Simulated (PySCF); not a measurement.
# SMILES C[CH2][GeH2][CH2]/C=C/C, C6H14Ge

Geometry (Å), atoms numbered from 1 in this order:
```xyz
21

C     3.357    0.662    0.063
C     2.294   -0.178   -0.565
C     1.024    0.178   -0.682
C    -0.042   -0.665   -1.284
Ge   -1.223   -1.431    0.131
C    -1.873   -0.035    1.384
C    -2.634    1.082    0.682
H     2.952    1.611    0.405
H     4.156    0.857   -0.652
H     3.797    0.141    0.914
H     2.620   -1.137   -0.947
H     0.703    1.140   -0.300
H     0.394   -1.480   -1.861
H    -0.661   -0.069   -1.957
H    -0.473   -2.490    0.901
H    -2.392   -2.138   -0.519
H    -1.013    0.378    1.913
H    -2.513   -0.500    2.135
H    -1.996    1.586   -0.042
H    -3.497    0.682    0.152
H    -2.986    1.823    1.398
```

Computed, not measured: PySCF, GIAO BHandHLYP/pcSseg-1 magnetisability, rotational g tensor and spin-rotation constants, non-relativistic, gas phase. Geometry: GFN2-xTB.

The calculation is non-relativistic, which matters for the atoms heavier than Zn.

How diamagnetic is it, and how anisotropic?

Isotropic -1585 × 10⁻³⁰ J/T², or -95.4 × 10⁻⁶ cm³/mol; principal values -1665, -1624, -1465 × 10⁻³⁰ J/T², anisotropy 182 × 10⁻³⁰ J/T² (root of half the summed squared differences of the principal values). The susceptibility is in cgs units.

Split it along the inertial axes a, b, c into diamagnetic and paramagnetic parts about the centre of mass, with the quadrupole moment.


```csv
axis,χ (10⁻⁶ cm³/mol),diamagnetic (10⁻⁶ cm³/mol),paramagnetic (10⁻⁶ cm³/mol),summed x² of all electrons (Å²),quadrupole Θ (D Å)
a,-96.7,-611.3,514.6,323.5,+0.99
b,-89.5,-1565.5,1476.0,98.6,+0.91
c,-100.1,-1790.5,1690.4,45.5,-1.90
```
Anisotropies 2χaa − χbb − χcc = -3.8 and 2χbb − χaa − χcc = +17.7 × 10⁻⁶ cm³/mol. Θ is traceless in Buckingham's convention.

And the rotational g tensor?


| axis | rotational constant (GHz) | g | nuclear part | electronic part |
| --- | --- | --- | --- | --- |
| a | 2.6234 | -0.0106 | 0.6236 | -0.6342 |
| b | 0.8529 | -0.0063 | 0.5851 | -0.5914 |
| c | 0.7360 | -0.0012 | 0.5833 | -0.5845 |

Asymmetric top; isotopes 12C, 74Ge, 1H; no vibrational averaging.
